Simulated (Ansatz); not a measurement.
The same path of ClH + H5NOSi (10 atoms, charge 0, multiplicity 1) was run 3 times with different band settings. Lost on the way: Si1–O2, H6–Cl7. Made: Si1–Cl7, O2–H6.

The calculation used RKS B3LYP-D4/def2-SVP (Ansatz 0.2.0).

Relaxed end points:

```xyz
10
Properties=species:S:1:pos:R:3
Si -0.231 -0.925 0.170
O 0.939 -0.124 1.116
H 0.618 -1.723 -0.743
H -1.084 -1.759 1.061
N -1.284 0.123 -0.683
H 1.673 1.051 -0.033
Cl 1.884 1.812 -1.089
H 0.607 0.367 1.881
H -0.919 0.803 -1.345
H -2.202 0.376 -0.335
```

```xyz
10
Properties=species:S:1:pos:R:3
Si 0.064 -1.022 -0.684
O 0.322 1.378 1.540
H -0.099 -1.897 -1.871
H 0.215 -1.795 0.572
N -1.263 0.049 -0.578
H 0.628 0.826 2.274
Cl 1.946 -0.062 -0.942
H 1.061 1.345 0.910
H -1.648 0.468 -1.420
H -1.226 0.710 0.199
```

Common settings: optimiser quadratic models (default); start path through a guess of the saddle point; force threshold 0.03 eV/Å; iteration limit 60; end points relaxed.

| run | movable images | climbing image | spring |
| --- | --- | --- | --- |
| 1 | 7 | yes | 5.0 eV/Å² |
| 2 | 2 | no | 5.0 eV/Å² |
| 3 | 7 | yes | 0.5 eV/Å² |

**Question.** What does each run give, and how far can it be trusted?

**Answer.** Run 1: converged after 49 iterations, highest image 0.781 eV above the first end. A vibrational analysis at the climbing image gives one clearly imaginary mode, 44i cm⁻¹: a first-order saddle point.
Run 2: not converged after 60 iterations, highest image 0.127 eV above the first end. The band didn't meet its force threshold, so its energies are provisional: the largest band force was still 0.11 eV/Å, and over the last iterations the top stayed at 0.13 eV. Neighbouring images lie up to 5.3 Å apart, so the band is torn or far too coarse. So few images can step over the top or miss a turn of the path.
Run 3: converged after 47 iterations, highest image 0.781 eV above the first end. Another band between the same ends (7 images) ends at a top of the same energy, where a vibrational analysis finds 1 clearly imaginary mode.
The orbitals stay closed-shell, which can raise the energy where a bond breaks towards radicals; this wasn't checked here.
